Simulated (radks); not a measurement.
The nuclear charge of the lithium ion Li+ is varied continuously with 2 electrons held in [He]. Calculated with a radial shooting solver on a logarithmic mesh with Libxc functionals: Dirac Kohn-Sham, PBE, spin-unpolarised, spherical densities, finite nucleus; Fermi nuclear charge, rms radius 2.444 fm. By the Hellmann-Feynman theorem dE/dZ = E(electron-nucleus)/Z, the electronic potential at the nucleus (averaged over a nucleus of fixed radius).

Z     E (hartree)  E(electron-nucleus)/Z (hartree)   HOMO  e(HOMO) (eV)  <r> HOMO (bohr)
2.5      -4.82540                         -4.36439  1s1/2       -34.687           0.7179
2.75     -5.97898                         -4.86429  1s1/2       -46.700           0.6409
3        -7.25756                         -5.36432  1s1/2       -60.414           0.5789
3.25     -8.66115                         -5.86446  1s1/2       -75.829           0.5278
3.5     -10.18980                         -6.36470  1s1/2       -92.946           0.4851
3.75    -11.84351                         -6.86503  1s1/2       -111.76           0.4487
4       -13.62232                         -7.36546  1s1/2       -132.28           0.4174

The central difference of E at Z = 3 is -5.364 hartree, to compare with the third column; the second derivative is -2 hartree.
